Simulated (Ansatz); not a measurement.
`O[SiH2]OC=S` + `N[SiH](O)O` → `O[SiH2]N[SiH](O)O` + `OC=S`  (ligand exchange at the Si–O bond)

Isolated molecules relaxed with PBE0-D4/def2-TZVP in Ansatz; ΔE leaves out vibrations. CBS: MP2 limit from def2 TZ/QZ plus the TZ coupled-cluster correction, frozen cores. This one scheme is used for every species. Each species was taken in one conformer, which may not be the lowest.

```
            species  CCSD/def2-TZVPP energy (Eh)
      `O[SiH2]OC=S`                   -877.52091
       `N[SiH](O)O`                   -497.11666
`O[SiH2]N[SiH](O)O`                   -862.57797
             `OC=S`                   -512.05075
```

Work out ΔE.

ΔE = (-862.57797) + (-512.05075) − (-877.52091) − (-497.11666) = 0.00885 Eh = +23.2 kJ/mol. CCSD(T)/CBS gives +21.4 kJ/mol.

Largest T1 diagnostic among the species: 0.018.

In def2-TZVPP, CCSD(T) changes the Hartree–Fock value by −14.3 kJ/mol (the triples alone add −2.1 kJ/mol) and MP2 by −13.6 kJ/mol. The D4 term adds −6.4 kJ/mol with B3LYP and −3.5 kJ/mol with PBE0; it sums over pairs of atoms, weighted by their polarisabilities, and B3LYP, whose exchange is more repulsive, gets the larger term.

B3LYP here is the variant with VWN-RPA as its local correlation; programs differ in this.
